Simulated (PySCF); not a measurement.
**HgB: energy against distance**

Set-up: PySCF, scalar-relativistic core potentials, basis sets Hg def2-TZVPP with ECP60, B def2-TZVPP. Energies in eV from Hg + B in their ground configurations at the same level. State: ²Π (doublet), unpaired electrons π ↑.

```json
{"R (Å)": "2.029", "B97-3": "0.0950"}
{"R (Å)": "2.123", "B97-3": "-0.0682"}
{"R (Å)": "2.217", "B97-3": "-0.1589"}
{"R (Å)": "2.288", "B97-3": "-0.1952"}
{"R (Å)": "2.359", "B97-3": "-0.2129"}
{"R (Å)": "2.430", "B97-3": "-0.2176"}
{"R (Å)": "2.524", "B97-3": "-0.2107"}
{"R (Å)": "2.642", "B97-3": "-0.1902"}
{"R (Å)": "2.784", "B97-3": "-0.1596"}
{"R (Å)": "2.972", "B97-3": "-0.1210"}
```

**Question.** Put a parabola through the three lowest points of the B97-3 curve and estimate Re, k and ωe (reduced mass 10.44 u; 1 eV/Å² = 0.16022 mdyn/Å; ωe = 1302.8·√(k/μ) cm⁻¹).

**Answer.** Through R = 2.359, 2.43, 2.524 Å the second-order coefficient is 0.846 eV/Å², so Re ≈ 2.434 Å, k ≈ 0.271 mdyn/Å and ωe ≈ 210 cm⁻¹. A polynomial fit of higher order to the unrounded B97-3 energies gives Re = 2.427 Å, k = 0.285 mdyn/Å, ωe = 215 cm⁻¹; anharmonicity and rounding make the difference.

The higher-order fit for each curve: B97-3: Re = 2.427 Å, ωe = 215 cm⁻¹, De = 0.218 eV.

The bond is weak. Basis-set superposition, not corrected here, can be much of De in a small basis, most of all at correlated wavefunction levels. Functionals without a dispersion term scatter widely for such bonds, and LDA overbinds them. These are scalar-relativistic numbers at best; spin–orbit coupling would shift them, the dissociation energy most. The state was picked by a PBE0 search and need not be the measured ground state.
